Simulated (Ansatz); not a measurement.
Reaction (formal hydrolysis of a Y–Cl bond): `C[N](C)[Y]([Cl])[N](C)C` + H₂O → `C[N](C)[Y]([OH])[N](C)C` + HCl

Gas-phase electronic energies from Ansatz, PBE0-D4/def2-TZVP geometries. CBS: MP2 limit from def2 TZ/QZ plus the TZ coupled-cluster correction, frozen cores. This one scheme is used for every species. Elements past krypton have def2 core potentials. For Y outer-core shells are correlated without core-valence functions, which leaves a few kJ/mol of doubt a bond. One conformer a species, not always the lowest.

```csv
species,SCS-MP2/def2-QZVPP energy (Eh)
`C[N](C)[Y]([Cl])[N](C)C`,-766.74160
H₂O,-76.34808
`C[N](C)[Y]([OH])[N](C)C`,-382.72458
HCl,-460.33756
```

Problem. Work out ΔE.

Solution. ΔE = (-382.72458) + (-460.33756) − (-766.74160) − (-76.34808) = 0.02754 Eh = +72.3 kJ/mol. CCSD(T)/CBS gives +75.1 kJ/mol.

Largest T1 diagnostic among the species: 0.013.

From PBE to PBE0 (25 % exact exchange), in def2-TZVPP and without D4, ΔE moves by +7.6 kJ/mol. Leaving LDA and LC-ωPBE aside and taking each functional with its dispersion term where it has one, the values, not all of them listed here, spread over 15.5 kJ/mol, from BLYP-D4 to r2SCAN0-D4.
